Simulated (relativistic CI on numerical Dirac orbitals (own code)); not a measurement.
# Sensitivity of the levels of Au44+ to α and to the nuclear radius

Method of calculation: Dirac-Coulomb-Breit CI, KLI orbitals optimised for each configuration, derivatives by finite differences, unscaled Slater integrals, QED left out (own radial code, finite nucleus).

Configurations in the expansion (outside the closed core [Ar] 3d10): 4s2.4p5, 4s.4p6, 4s2.4p4.4d, 4s.4p5.4d, 4s2.4p4.4f, 4s.4p5.4f. Double excitations out of closed p, d and f shells are left out; levels of such configurations are missing from the list, as are those of other unlisted configurations, and high levels can miss mixing partners.

With x = (α/α₀)² − 1 an excitation energy changes as ω = ω₀ + qx; K = 2q/ω₀ is the relative enhancement. Terms are leading LS components, so labels can repeat. The field-shift factor is F = δν/δ⟨r²⟩ for the transition from the lowest level.

Lowest level 4s2.4p5 2P°_3/2.

| Level | ω₀ (cm⁻¹) | q (cm⁻¹) | F (GHz/fm²) |
| --- | --- | --- | --- |
| 4s2.4p5 2P°_1/2 | 1066799 | 1.336e+06 | -269 |
| 4s2.4p4.4d 4D_3/2 | 1362194 | 65020 | 21.3 |
| 4s2.4p4.4d 4D_5/2 | 1385036 | 77320 | 20.9 |
| 4s2.4p4.4d 4P_1/2 | 1389363 | 84820 | -21.2 |
| 4s2.4p4.4d 2F_7/2 | 1405393 | 66120 | 20.1 |
| 4s2.4p4.4d 2D_3/2 | 1483493 | 74790 | 21.5 |
| 4s2.4p4.4d 2F_7/2 | 1592567 | 295200 | 27.3 |
| 4s2.4p4.4d 4F_9/2 | 1600584 | 293400 | 27 |
| 4s2.4p4.4d 2P_1/2 | 1623564 | 379700 | -216 |
| 4s2.4p4.4d 2D_5/2 | 1724284 | 299200 | 30 |
| 4s2.4p4.4d 2D_3/2 | 1773926 | 320900 | 23.8 |
| 4s2.4p4.4d 2D_5/2 | 1803578 | 331100 | 18.4 |
| 4s.4p6 2S_1/2 | 2078750 | 1.418e+06 | -2840 |

At this charge energies of transitions that change n are usually good to better than 1 %, and those within a shell (Δn = 0) to a few per cent.

(1) Which transition from the lowest level has the largest |K|?

Answers

(1) 4s2.4p5 2P°_1/2 at 1066799 cm⁻¹, K = 2.51.
